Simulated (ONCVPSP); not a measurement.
Which setting gave this result? (lead, ONCV)

Base potential:

lead, optimised norm-conserving Vanderbilt (ONCV), made with ONCVPSP 4.0.1 (PBE, scalar-relativistic). Core [Xe] 4f14 5d10, reference 6s2 6p2. Waves: 6s: rc 2.05 bohr, ncon 4, nbas 8, qcut 3.4 1/bohr, 2 projectors, debl 2.5 Ha; 6p: rc 2.05 bohr, ncon 4, nbas 8, qcut 3.7 1/bohr, 3 projectors, debl 1 Ha. Local part: polynomial inside 1.30 bohr (lpopt 3, dvloc0 6 Ha). Core correction: none.

Cutoffs, loose and tight: the cutoffs (Ha) at which the residual kinetic energy of the hardest occupied pseudo-wave falls to 1 and 0.1 mHa per electron. They do not see the model core or the augmentation charge, which bear on the density cutoff. Test errors are all-electron minus pseudo excitation energies from the reference, over the configurations 6s2 6p1; 6s2 6p0; 6s1 6p0; 6s2 6p1.5; variants that change the core or the reference have their own tests.

Only the scale of all radii (base = 1) is moved (4 further runs of the sweep failed or gave no value and are left out):

```tsv
scale of all radii (base = 1)	cutoff, loose	cutoff, tight	bound ghosts	largest test error (meV)
1	7.8 Ha	33 Ha	p	+161
1.12	5.9 Ha	27 Ha	p	+157
1.19	5.5 Ha	21 Ha	p	+147
1.26	5.1 Ha	13 Ha	none	+134
1.31	4.8 Ha	8.2 Ha	none	+119
```

Task: One more run gave cutoff, loose: 6.0 Ha; cutoff, tight: 29 Ha; bound ghosts: p; largest test error (meV): +160. Which value of the scale of all radii (base = 1) was used?

Result: 1.09. The loose cutoff moves one way along this sweep, from 7.8 Ha at 1 to 4.8 Ha at 1.31, which places the run between 1 and 1.12.
